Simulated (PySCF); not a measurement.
## Field gradients at the hydrogen positions

Species: C8H15P.
Geometry (GFN2-xTB, Å), atoms numbered from 1 in this order:
```
atom  x, y, z in Å
C1     2.8252   -1.3025    0.3877
C2     2.2444    0.0675    0.0983
P3     0.5668    0.1324   -0.2375
C4     0.1346    1.9147   -0.3986
C5    -1.3552    2.2172   -0.4527
C6    -0.3650   -0.5162    1.1652
C7    -1.4900   -1.1330    0.8317
C8    -1.8319   -1.2311   -0.6260
C9    -0.6164   -0.7797   -1.4319
H10    3.0572   -1.8897   -0.5044
H11    3.7542   -1.1774    0.9449
H12    2.1337   -1.8800    1.0024
H13    2.8102    0.6268   -0.6503
H14    0.6401    2.2934   -1.2909
H15    0.5982    2.3893    0.4704
H16   -1.8061    1.8241   -1.3609
H17   -1.5153    3.2942   -0.4369
H18   -1.8653    1.7826    0.4049
H19   -0.0029   -0.3730    2.1708
H20   -2.1796   -1.5607    1.5461
H21   -2.7010   -0.5972   -0.8246
H22   -2.1186   -2.2561   -0.8749
H23   -0.8747   -0.1777   -2.3027
H24   -0.0544   -1.6481   -1.7891
```

Level: PBE0/pcSseg-1 (PySCF, non-relativistic); Q(2H) = 0.00286 b; rigid geometry, the same for H and D, with no vibrational averaging.

Question: Rank these positions by the coupling χzz of a deuteron there, largest first.
A. H13 (hydrogen on carbon)
B. H11 (methyl hydrogen)
C. H22 (methylene hydrogen)
D. H19 (vinylic hydrogen)

Answer: D (225 kHz), A (217 kHz), B (211 kHz), C (203 kHz).

Q: Tabulate Vzz, the asymmetry η and χzz = 234.96 MHz × Q × Vzz for every hydrogen position.

A: 
```json
{"atom": "H10", "bonded to": "C1", "bond length (Å)": "1.093", "Vzz (au)": "0.3085", "η": "0.01", "χzz (kHz)": "207"}
{"atom": "H11", "bonded to": "C1", "bond length (Å)": "1.091", "Vzz (au)": "0.3134", "η": "0.01", "χzz (kHz)": "211"}
{"atom": "H12", "bonded to": "C1", "bond length (Å)": "1.091", "Vzz (au)": "0.3108", "η": "0.03", "χzz (kHz)": "209"}
{"atom": "H13", "bonded to": "C2", "bond length (Å)": "1.092", "Vzz (au)": "0.3222", "η": "0.16", "χzz (kHz)": "217"}
{"atom": "H14", "bonded to": "C4", "bond length (Å)": "1.093", "Vzz (au)": "0.3049", "η": "0.02", "χzz (kHz)": "205"}
{"atom": "H15", "bonded to": "C4", "bond length (Å)": "1.093", "Vzz (au)": "0.2997", "η": "0.00", "χzz (kHz)": "201"}
{"atom": "H16", "bonded to": "C5", "bond length (Å)": "1.088", "Vzz (au)": "0.3154", "η": "0.02", "χzz (kHz)": "212"}
{"atom": "H17", "bonded to": "C5", "bond length (Å)": "1.089", "Vzz (au)": "0.3131", "η": "0.02", "χzz (kHz)": "210"}
{"atom": "H18", "bonded to": "C5", "bond length (Å)": "1.088", "Vzz (au)": "0.3098", "η": "0.02", "χzz (kHz)": "208"}
{"atom": "H19", "bonded to": "C6", "bond length (Å)": "1.078", "Vzz (au)": "0.3352", "η": "0.03", "χzz (kHz)": "225"}
{"atom": "H20", "bonded to": "C7", "bond length (Å)": "1.081", "Vzz (au)": "0.3263", "η": "0.03", "χzz (kHz)": "219"}
{"atom": "H21", "bonded to": "C8", "bond length (Å)": "1.094", "Vzz (au)": "0.3014", "η": "0.02", "χzz (kHz)": "203"}
{"atom": "H22", "bonded to": "C8", "bond length (Å)": "1.093", "Vzz (au)": "0.3027", "η": "0.02", "χzz (kHz)": "203"}
{"atom": "H23", "bonded to": "C9", "bond length (Å)": "1.090", "Vzz (au)": "0.3149", "η": "0.03", "χzz (kHz)": "212"}
{"atom": "H24", "bonded to": "C9", "bond length (Å)": "1.094", "Vzz (au)": "0.3035", "η": "0.03", "χzz (kHz)": "204"}
```

Q: How does χzz go with the bond length over the 15 C–H bonds?

A: A straight-line fit has a slope of -12.4 kHz for each 0.01 Å, with a correlation coefficient of -0.87, over lengths from 1.078 to 1.094 Å. The longer bonds have the smaller couplings here.

Isolated species at its GFN2-xTB geometry (one conformer only). GFN2-xTB bond lengths can be off by several hundredths of an ångström, more for odd bonds, and the gradients follow them. The basis is small and wasn't made for field gradients, so the couplings can be 20 % off.

These values come from a run that also computed NMR shieldings. Rough CPU time on one thread of a shared machine: about 2.7 min.
